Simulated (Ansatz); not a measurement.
C₃H₃ (SMILES C1=C[CH-]1), charge -1, singlet, at a GFN2-xTB geometry (a gas-phase anion, which may not be bound at this level); R2SCAN/6-31G* in Ansatz (an electronic-structure program).

Ansatz was given this input:
Ansatz 0.2 input:
```yaml
crystal:
  periodic: [false, false, false]
  atoms:
    - {symbol: C, position_ang: [0.12759886, 0.00235050, 0.97980862]}
    - {symbol: C, position_ang: [0.04914638, -0.65013550, -0.42875685]}
    - {symbol: C, position_ang: [0.03020025, 0.65085982, -0.42941053]}
    - {symbol: H, position_ang: [-1.00514422, -0.01391574, 1.43690629]}
    - {symbol: H, position_ang: [-0.09632726, -1.50864710, -1.08261999]}
    - {symbol: H, position_ang: [-0.14020148, 1.50411391, -1.08413373]}
basis:
  gaussian:
    orbitals: 6-31G*
hamiltonian:
  xc: r2scan
total_charge: -1
```

The log (banner, timings and long lists left out):

```
Functional definition: r2SCAN
621 factors; their error is unknown
mean field evaluation 1: about -3150.2165 eV, gradient 2.2e1 eV
mean field evaluation 2: about -3126.7867 eV, gradient 6.8e1 eV
mean field evaluation 4: about -3151.5317 eV, gradient 4.4e0 eV
mean field evaluation 8: about -3151.5344 eV, gradient 4.3e-1 eV
mean field evaluation 16: about -3151.5348 eV, gradient 1.8e-5 eV
mean field -3151.53484572 eV, -115.8167693930 hartree, gradient 1.7e-5 eV, S^2 0.000000; 0 other end points of the search recorded, 0 dependent functions left out
reference -3151.53485085 eV, -115.8167695818 hartree; 11, 11 occupied and 40, 40 virtual orbitals, 621 factors
Total energy: -3151.53485085 eV, -115.8167695818 hartree
```
